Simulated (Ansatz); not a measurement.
Relaxation of BGeH4Na (7 atoms, charge 0, multiplicity 1), to a largest force component of 0.015 eV/Å in at most 40 steps.

Computed with Ansatz, RKS B3LYP/def2-SVP.

```xyz
7
Properties=species:S:1:pos:R:3:forces:R:3
B -1.070 0.370 -0.691 -0.08 -0.40 0.01
Ge 0.531 -0.287 0.341 0.48 0.04 0.23
Na 1.570 -2.544 1.255 0.10 -0.33 0.10
H -1.910 -0.360 -1.068 -0.73 -0.53 -0.33
H -1.210 1.504 -0.943 -0.05 1.00 -0.19
H 0.471 0.761 1.489 -0.12 0.16 0.51
H 1.618 0.557 -0.384 0.40 0.06 -0.33
```

Question: Where does it end, and by what steps?

Answer: The forces met the threshold. After 19 steps the energy has fallen by 0.825 eV; Na3 moved furthest, 1.97 Å. Joined: B1–Na3.

```csv
step,energy less start (eV),largest force component (eV/Å),accepted
0,0.0000,0.998,yes
1,-0.1290,0.289,yes
2,-0.1528,0.143,yes
3,-0.1785,0.196,yes
4,-0.2144,0.451,yes
5,-0.2604,0.512,yes
6,-0.3471,0.490,yes
7,-0.4203,0.511,yes
8,-0.4833,0.664,yes
9,-0.5112,0.662,yes
10,-0.5707,0.843,yes
11,-0.6296,0.329,yes
12,-0.6767,0.171,yes
13,-0.7212,0.235,yes
14,-0.7675,0.241,yes
15,-0.8059,0.100,yes
16,-0.8164,0.196,yes
17,-0.8239,0.072,yes
18,-0.8249,0.045,yes
19,-0.8253,0.011,yes
```

```xyz
7
Properties=species:S:1:pos:R:3
B -0.851 0.058 -0.593
Ge 0.603 0.622 0.554
Na 0.303 -2.243 -0.227
H -1.884 -0.342 -0.101
H -0.677 -0.009 -1.792
H 0.535 0.758 2.092
H 1.971 1.157 0.068
```

Whether the end is a true minimum wasn't checked by a vibrational analysis.

Time of the run: 74 s on 1 thread of Arm Neoverse V2, on a shared host, peak memory 0.17 GiB.
